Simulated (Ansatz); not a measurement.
Job for Ansatz (a first-principles code): U-CCSD(T)/cc-pVTZ on GaH3O (SMILES [OH][GaH2]), a point of a bond scan (R = 4.202 Å). The run froze 15 orbitals, filled d shells among them.

Ansatz 0.2 input:
```yaml
crystal:
  periodic: [false, false, false]
  atoms:
    - {symbol: Ga, position_ang: [-0.22521905, -0.28436532, 0.02581913]}
    - {symbol: H, position_ang: [0.54560184, -3.01896841, 3.12119053]}
    - {symbol: H, position_ang: [-1.35945454, -0.30870479, -1.05292543]}
    - {symbol: O, position_ang: [0.93817677, 1.08727522, -0.02402144]}
    - {symbol: H, position_ang: [0.77556061, 1.72300911, -0.72754919]}
basis:
  gaussian:
    orbitals: cc-pVTZ
correlation: {method: ccsd_t, electrons: outside_noble_gas}
scf: {omitted_lower_state_checks: [cluster_reference]}
magnetization: {spin_polarized: true, initial_magnetization: 0}
```

Program output:

```
WARN ansatz: RAYON_NUM_THREADS=1 ignored (pool sized by the plan → 1); use --threads N
Functional definition: HF
these checks for a lower state are left out or cut short: cluster_reference
integrals: 0.26 GiB planned
688 factors; integrals over basis functions are off by at most 1.9e-3 eV
mean field: 0.34 GiB planned
mean field evaluation 1: about -54409.9706 eV, gradient 2.9e1 eV
mean field evaluation 2: about -54409.9722 eV, gradient 2.9e1 eV
mean field evaluation 4: about -54414.8262 eV, gradient 4.8e0 eV
mean field evaluation 8: about -54415.1045 eV, gradient 2.9e-1 eV
mean field evaluation 16: about -54415.1063 eV, gradient 5.7e-4 eV
mean field evaluation 32: about -54418.3218 eV, gradient 1.4e-6 eV
mean field evaluation 64: about -54418.1707 eV, gradient 3.3e0 eV
mean field evaluation 96: about -54415.1063 eV, gradient 6.3e-6 eV
mean field -54418.32179718 eV, -1999.8364399830 hartree, gradient 2.0e-6 eV, S^2 1.000407; 7 other end points of the search recorded, 0 dependent functions left out
15 core orbitals not correlated, not the lowest: weight in the atoms' cores, before any rotation towards them, 0.824 or more for the frozen orbitals, at most 0.179 for the correlated occupied ones
reference -54418.32179718 eV, -1999.8364399830 hartree; 6, 6 occupied and 94, 94 virtual orbitals, 688 factors
second order -8.42456269 eV of doubles, -0.00000000 eV of singles
coupled cluster: 0.52 GiB planned
cycle   1  -8.40252349 eV  change    2.2e-2 eV  update   7.6e-2
cycle   2  -8.63182600 eV  change   -2.3e-1 eV  update   2.7e-2
cycle   3  -8.70966285 eV  change   -7.8e-2 eV  update   1.6e-2
cycle   4  -8.70380926 eV  change    5.9e-3 eV  update   5.2e-3
cycle   5  -8.70267470 eV  change    1.1e-3 eV  update   2.7e-3
cycle   6  -8.70362559 eV  change   -9.5e-4 eV  update   1.2e-3
cycle   7  -8.70347858 eV  change    1.5e-4 eV  update   8.8e-4
cycle   8  -8.70355874 eV  change   -8.0e-5 eV  update   7.5e-4
cycle   9  -8.70373945 eV  change   -1.8e-4 eV  update   6.9e-4
cycle  10  -8.70353518 eV  change    2.0e-4 eV  update   6.1e-4
cycle  11  -8.70408085 eV  change   -5.5e-4 eV  update   4.9e-4
cycle  12  -8.70406139 eV  change    1.9e-5 eV  update   2.7e-4
cycle  13  -8.70422382 eV  change   -1.6e-4 eV  update   1.3e-4
cycle  14  -8.70425824 eV  change   -3.4e-5 eV  update   5.9e-5
cycle  15  -8.70423320 eV  change    2.5e-5 eV  update   2.6e-5
cycle  16  -8.70423184 eV  change    1.4e-6 eV  update   1.3e-5
coupled cluster: 0.52 GiB planned
perturbative correction -0.30346801 eV, -0.0111522436 hartree
Total energy: -54427.32949703 eV, -2000.1674668468 hartree
Checks for a lower state left out: cluster_reference
```

The run converged. Its determinant has ⟨S²⟩ = 1.00, a mixture of spin states.

Cost: very roughly 14 core-seconds.
